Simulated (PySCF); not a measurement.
Compound: C4H8FSSi (doublet state).
SMILES with atom numbers: `[F:1][CH2:2][Si@@:3]1([SH:4])[CH:5][CH2:6][CH2:7]1` (hydrogens: H8, H9 on C2; H10 on S4; H11 on C5; H12, H13 on C6; H14, H15 on C7)

Geometry (GFN2-xTB, Å), atoms numbered from 1 in this order:
```xyz
15
C4H8FSSi angstrom
F      1.607   -1.803    1.334
C      1.995   -1.028    0.266
Si     0.526    0.010   -0.397
S      1.472    1.107   -2.013
C     -1.153   -0.727   -0.647
C     -1.815    0.118    0.381
C     -0.607    0.967    0.824
H      2.375   -1.708   -0.499
H      2.819   -0.400    0.614
H      0.415    1.838   -2.323
H     -1.647   -1.480   -1.237
H     -2.237   -0.480    1.194
H     -2.640    0.713   -0.024
H     -0.740    2.027    0.626
H     -0.374    0.853    1.878
```

The hyperfine couplings belong to this conformer and change with its torsions.

Level of theory: UKS B3LYP, pcH-1 on C F H S Si, non-relativistic, mean-field spin-orbit, GIAO (PySCF 2.14.0). One conformer (not necessarily the lowest) at the GFN2-xTB geometry, without solvent, vibrations or thermal averaging. Couplings are sensitive to structure, and on GFN2-xTB geometries they can be far from those on DFT ones. The SCF solution wasn't tested for stability.

Principal values of hyperfine tensors in MHz (contact, dipolar and spin–orbit terms together), for some of the nuclei:

| atom | isotope | A1 | A2 | A3 |
| --- | --- | --- | --- | --- |
| H12 | 1H | 122.95 | 125.11 | 136.72 |
| H13 | 1H | 118.67 | 120.23 | 132.26 |
| C5 | 13C | 7.78 | 9.44 | 223.46 |
| Si3 | 29Si | 37.76 | 41.22 | 48.71 |
| C6 | 13C | -33.99 | -29.93 | -29.25 |
| C2 | 13C | 13.51 | 13.78 | 20.56 |
| F1 | 19F | 3.31 | 6.07 | 8.04 |
| H9 | 1H | 0.83 | 1.70 | 5.13 |

(1) Give the isotropic coupling of each nucleus in MHz and in mT (g = 2.0022), and the anisotropic part.

(2) What spin density at the nucleus of H12 lies behind its contact coupling (g_N = 5.58569)?

(3) H11 (1H, g_N = 5.58569) isn't in the table. Its spin density at the nucleus is -0.01216 bohr⁻³. What is its contact coupling?

(4) Name the largest traceless tensor T of the table and describe it.

(5) What first-order splitting does C5 cause when the field lies along A1, A2 or A3 of its tensor (g taken as isotropic, no quadrupole term)?

Answers

(1) a_iso is a third of the trace, T = A − a_iso, and a(mT) = a(MHz)/(g × 13.996). The tensors hold a spin–orbit part: the run splits a_iso into a_FC + a_SO, and T includes its anisotropic share.

| atom | a_iso (MHz) | a_FC | a_SO | a_iso (mT) | T1 | T2 | T3 |
| --- | --- | --- | --- | --- | --- | --- | --- |
| H12 | 128.26 | 128.26 | 0.00 | 4.577 | -5.31 | -3.15 | 8.46 |
| H13 | 123.72 | 123.72 | 0.00 | 4.415 | -5.05 | -3.49 | 8.54 |
| C5 | 80.23 | 80.35 | -0.12 | 2.863 | -72.45 | -70.78 | 143.23 |
| Si3 | 42.56 | 42.62 | -0.05 | 1.519 | -4.80 | -1.35 | 6.15 |
| C6 | -31.06 | -31.07 | 0.01 | -1.108 | -2.93 | 1.13 | 1.80 |
| C2 | 15.95 | 15.95 | 0.00 | 0.569 | -2.44 | -2.17 | 4.61 |
| F1 | 5.81 | 5.81 | -0.01 | 0.207 | -2.50 | 0.26 | 2.23 |
| H9 | 2.55 | 2.55 | 0.00 | 0.091 | -1.73 | -0.85 | 2.58 |

(2) a_FC = 800.24 MHz bohr³ × g_N × ρ(0)/(2S). With a_FC = 128.26 MHz and 2S = 1, ρ(0) = 0.02869 bohr⁻³. In magnitude that is 9.0 % of the 1/π = 0.318 of a free hydrogen atom.

(3) By the same relation, a_FC = -54.4 MHz. Its full tensor has the principal values -88.61, -55.38, -19.09 MHz.

(4) C5: -72.4, -70.8, 143.2 MHz (the dipolar term alone has -72.3, -70.8, 143.1), axial, in the ratio −1:−1:+2, the form that spin in one p orbital centred on that nucleus gives.

(5) 2 lines (I = 1/2), spaced by |A_i|/(g × 13.996): 0.28, 0.34, 7.97 mT along the axes of A1, A2 and A3.
